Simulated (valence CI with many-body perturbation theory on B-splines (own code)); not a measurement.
## Ho⁴⁴⁺: E2, M1 decay

Calculated by valence CI with perturbative core correlation (CI+MBPT): five valence electrons over a frozen Dirac-Fock core [Ar], a basis of 7 s, 7 p, 8 d, 6 f, 4 g, 1 h functions for each j, with the one-electron correlation potential Σ1 (screened to all orders), the two-electron term Σ2, the three-electron term Σ3, Breit, model QED; selected single and double excitations, second order for the rest (own B-spline code, finite nucleus).

No measured spectrum was set against this ion. As an estimate, large intervals hold to a few tenths of a per cent, small ones and those within an open d or f shell to about a per cent. Among the levels kept, up to 250 cm⁻¹ of a level comes from second order outside the variational space, and about a tenth of that is noise between levels of different J, which matters for small intervals. Only levels of the ground parity were solved; by the run's estimate the other parity begins above the list, which can be wrong where configurations are misplaced.

Lines 51 to 100 of 120 in falling wavelength, among levels below 1554000 cm⁻¹, chosen from the decays that carry over 1 % of a level's rate. Wavelengths and rates use the calculated energies. Electric multipoles are in the length gauge, E1 and E2 with the static RPA response of the core. Weak lines are less certain than strong ones. Lines between different terms over intervals too small for the method are left out, as are lines whose strength nearly cancels. Branching is blank where the lifetime is uncertain.

Levels are named by their leading jj configuration (3d3/2^4 stands for four electrons in 3d with j = 3/2), which in mixed levels can hold well under half, so a name can repeat and another be missing. Letters in brackets count levels of one name in rising energy.

| λ vac (Å) | Upper | Lower | Type | A (s⁻¹) | Branch % |
| --- | --- | --- | --- | --- | --- |
| 286.7 | (3d3/2^2 3d5/2^3) J=5/2 [a] | (3d3/2^3 3d5/2^2) J=5/2 [a] | M1 | 1.51e+06 | 90.7 |
| 284.9 | (3d3/2^2 3d5/2^3) J=13/2 | (3d3/2^3 3d5/2^2) J=11/2 | M1 | 1.17e+05 |  |
| 284.7 | (3d3/2^2 3d5/2^3) J=5/2 [c] | (3d3/2^3 3d5/2^2) J=7/2 [b] | M1 | 3.53e+05 | 30.1 |
| 282.8 | (3d3/2^3 3d5/2^2) J=7/2 [a] | (3d3/2^4 3d5/2) J=5/2 | M1 | 3.50e+05 | 98.2 |
| 280.8 | (3d3/2^2 3d5/2^3) J=1/2 [a] | (3d3/2^3 3d5/2^2) J=3/2 [a] | M1 | 6.73e+05 | 62.1 |
| 274.5 | (3d3/2^3 3d5/2^2) J=3/2 [a] | (3d3/2^4 3d5/2) J=5/2 | M1 | 9.12e+05 | 100.0 |
| 273.4 | (3d3/2^2 3d5/2^3) J=3/2 [a] | (3d3/2^3 3d5/2^2) J=3/2 [a] | M1 | 7.81e+05 | 46.4 |
| 272.3 | (3d3/2 3d5/2^4) J=3/2 [a] | (3d3/2^2 3d5/2^3) J=5/2 [b] | M1 | 3.02e+05 | 12.8 |
| 268.5 | (3d3/2 3d5/2^4) J=9/2 | (3d3/2^2 3d5/2^3) J=9/2 [b] | M1 | 4.95e+05 | 38.0 |
| 267.3 | (3d3/2^2 3d5/2^3) J=7/2 [b] | (3d3/2^3 3d5/2^2) J=5/2 [b] | M1 | 1.63e+04 | 5.0 |
| 265.5 | (3d3/2^2 3d5/2^3) J=5/2 [b] | (3d3/2^3 3d5/2^2) J=3/2 [a] | M1 | 1.25e+05 | 13.9 |
| 264.5 | (3d3/2 3d5/2^4) J=3/2 [a] | (3d3/2^2 3d5/2^3) J=3/2 [a] | M1 | 9.45e+05 | 40.1 |
| 264.0 | (3d3/2^2 3d5/2^3) J=9/2 [b] | (3d3/2^3 3d5/2^2) J=9/2 | M1 | 6.41e+05 | 56.2 |
| 263.5 | (3d3/2^2 3d5/2^3) J=3/2 [b] | (3d3/2^3 3d5/2^2) J=1/2 | M1 | 7.90e+04 | 17.4 |
| 262.6 | (3d3/2 3d5/2^4) J=11/2 | (3d3/2^2 3d5/2^3) J=13/2 | M1 | 2.18e+05 | 14.4 |
| 258.3 | (3d3/2^2 3d5/2^3) J=5/2 [c] | (3d3/2^3 3d5/2^2) J=5/2 [b] | M1 | 2.18e+04 | 1.9 |
| 258.2 | (3d3/2^2 3d5/2^3) J=5/2 [b] | (3d3/2^3 3d5/2^2) J=7/2 [a] | M1 | 2.89e+05 | 32.2 |
| 257.9 | (3d3/2 3d5/2^4) J=3/2 [a] | (3d3/2^2 3d5/2^3) J=1/2 [a] | M1 | 7.15e+05 | 30.3 |
| 256.2 | (3d3/2 3d5/2^4) J=7/2 [a] | (3d3/2^2 3d5/2^3) J=9/2 [a] | M1 | 6.61e+05 | 35.4 |
| 252.4 | (3d3/2^2 3d5/2^3) J=7/2 [b] | (3d3/2^3 3d5/2^2) J=9/2 | M1 | 1.82e+05 | 56.0 |
| 251.6 | (3d3/2^2 3d5/2^3) J=3/2 [b] | (3d3/2^3 3d5/2^2) J=5/2 [b] | M1 | 1.84e+05 | 40.5 |
| 251.6 | (3d3/2^2 3d5/2^3) J=7/2 [c] | (3d3/2^3 3d5/2^2) J=7/2 [b] | M1 | 2.51e+05 | 38.6 |
| 251.0 | (3d3/2 3d5/2^4) J=5/2 [a] | (3d3/2^2 3d5/2^3) J=5/2 [a] | M1 | 1.53e+06 | 63.8 |
| 250.1 | (3d3/2^3 3d5/2^2) J=9/2 | (3d3/2^4 3d5/2) J=5/2 | E2 | 3.37e+01 | 2.2 |
| 247.9 | (3d3/2 3d5/2^4) J=11/2 | (3d3/2^2 3d5/2^3) J=9/2 [a] | M1 | 2.61e+05 | 17.3 |
| 246.5 | (3d3/2^2 3d5/2^3) J=7/2 [a] | (3d3/2^3 3d5/2^2) J=5/2 [a] | M1 | 2.07e+05 | 23.7 |
| 243.7 | (3d3/2 3d5/2^4) J=7/2 [a] | (3d3/2^2 3d5/2^3) J=7/2 [a] | M1 | 5.47e+05 | 29.3 |
| 241.4 | (3d3/2^2 3d5/2^3) J=9/2 [b] | (3d3/2^3 3d5/2^2) J=11/2 | M1 | 2.28e+05 | 20.0 |
| 240.1 | (3d3/2^2 3d5/2^3) J=1/2 [b] | (3d3/2^3 3d5/2^2) J=1/2 | M1 | 3.48e+05 | 35.5 |
| 239.4 | (3d3/2 3d5/2^4) J=11/2 | (3d3/2^2 3d5/2^3) J=11/2 | M1 | 8.93e+05 | 59.2 |
| 236.9 | (3d3/2^3 3d5/2^2) J=5/2 [b] | (3d3/2^4 3d5/2) J=5/2 | M1 | 9.39e+03 | 19.0 |
| 235.2 | (3d3/2^2 3d5/2^3) J=9/2 [b] | (3d3/2^3 3d5/2^2) J=7/2 [a] | M1 | 1.72e+05 | 15.1 |
| 230.8 | (3d3/2^2 3d5/2^3) J=7/2 [c] | (3d3/2^3 3d5/2^2) J=5/2 [b] | M1 | 1.25e+05 | 19.2 |
| 230.5 | (3d3/2^2 3d5/2^3) J=5/2 [d] | (3d3/2^2 3d5/2^3) J=5/2 [a] | M1 | 5.18e+05 | 44.7 |
| 227.3 | (3d3/2^3 3d5/2^2) J=1/2 | (3d3/2^4 3d5/2) J=5/2 | E2 | 1.18e+02 | 1.0 |
| 225.9 | (3d3/2^2 3d5/2^3) J=7/2 [b] | (3d3/2^3 3d5/2^2) J=7/2 [a] | M1 | 1.53e+04 | 4.7 |
| 224.7 | (3d3/2^2 3d5/2^3) J=5/2 [c] | (3d3/2^3 3d5/2^2) J=3/2 [a] | M1 | 1.95e+05 | 16.7 |
| 220.8 | (3d3/2 3d5/2^4) J=5/2 [a] | (3d3/2^3 3d5/2^2) J=3/2 [b] | M1 | 4.14e+04 | 1.7 |
| 219.6 | (3d3/2^2 3d5/2^3) J=3/2 [b] | (3d3/2^3 3d5/2^2) J=3/2 [a] | M1 | 1.44e+05 | 31.6 |
| 219.5 | (3d3/2^2 3d5/2^3) J=7/2 [c] | (3d3/2^3 3d5/2^2) J=9/2 | M1 | 2.56e+05 | 39.4 |
| 219.4 | (3d3/2^2 3d5/2^3) J=5/2 [c] | (3d3/2^3 3d5/2^2) J=7/2 [a] | M1 | 4.12e+05 | 35.2 |
| 218.4 | (3d3/2^3 3d5/2^2) J=7/2 [b] | (3d3/2^4 3d5/2) J=5/2 | M1 | 3.14e+04 | 90.4 |
| 218.1 | (3d3/2^2 3d5/2^3) J=9/2 [c] | (3d3/2^3 3d5/2^2) J=7/2 [b] | M1 | 2.75e+05 | 72.0 |
| 216.2 | (3d3/2^2 3d5/2^3) J=3/2 [a] | (3d3/2^3 3d5/2^2) J=5/2 [a] | M1 | 5.27e+05 | 31.3 |
| 214.4 | (3d3/2^2 3d5/2^3) J=3/2 [c] | (3d3/2^3 3d5/2^2) J=3/2 [b] | M1 | 1.59e+05 | 39.4 |
| 214.0 | (3d3/2 3d5/2^4) J=7/2 [a] | (3d3/2^2 3d5/2^3) J=5/2 [a] | M1 | 8.63e+04 | 4.6 |
| 211.6 | (3d3/2 3d5/2^4) J=9/2 | (3d3/2^2 3d5/2^3) J=11/2 | M1 | 2.03e+05 | 15.6 |
| 209.2 | (3d3/2 3d5/2^4) J=9/2 | (3d3/2^2 3d5/2^3) J=7/2 [a] | M1 | 2.73e+05 | 21.0 |
| 204.8 | (3d3/2^2 3d5/2^3) J=5/2 [d] | (3d3/2^3 3d5/2^2) J=3/2 [b] | M1 | 2.10e+05 | 18.1 |
| 203.3 | (3d3/2 3d5/2^4) J=3/2 [a] | (3d3/2^2 3d5/2^3) J=5/2 [a] | M1 | 1.96e+05 | 8.3 |
